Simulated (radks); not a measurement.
Ionisation of neutral aluminium, [Ne] 3s2 3p1, to [Ne] 3s2 as the strength of local exchange is varied. Calculated with a radial shooting solver on a logarithmic mesh with Libxc functionals: scalar-relativistic Kohn-Sham, Slater X-alpha exchange (alpha = 2/3 is LDA exchange), no correlation, spin-polarised, spherical densities, point nucleus; open shells are filled with parallel spins first.

| alpha | E(Al) (hartree) | exchange (hartree) | IE (eV) | -e of the level emptied (eV) | <r> of it (bohr) |
|---|---|---|---|---|---|
| 0.588 | -238.87083 | -14.44579 | 4.659 | 1.919 (3p) | 3.749 |
| 0.645 | -240.27487 | -15.92518 | 5.016 | 2.220 (3p) | 3.615 |
| 0.667 | -240.81865 | -16.49988 | 5.157 | 2.341 (3p) | 3.567 |
| 0.713 | -241.95900 | -17.70818 | 5.459 | 2.602 (3p) | 3.472 |
| 0.727 | -242.30696 | -18.07770 | 5.552 | 2.684 (3p) | 3.445 |
| 0.973 | -248.48964 | -24.70653 | 7.320 | 4.286 (3p) | 3.051 |
| 1.028 | -249.88962 | -26.22364 | 7.747 | 4.684 (3p) | 2.979 |

NIST Atomic Spectra Database: 5.986 eV (measured). The Delta-SCF value meets it near alpha = 0.79. Open shells are spherical and high-spin; term and fine-structure splittings are not resolved.
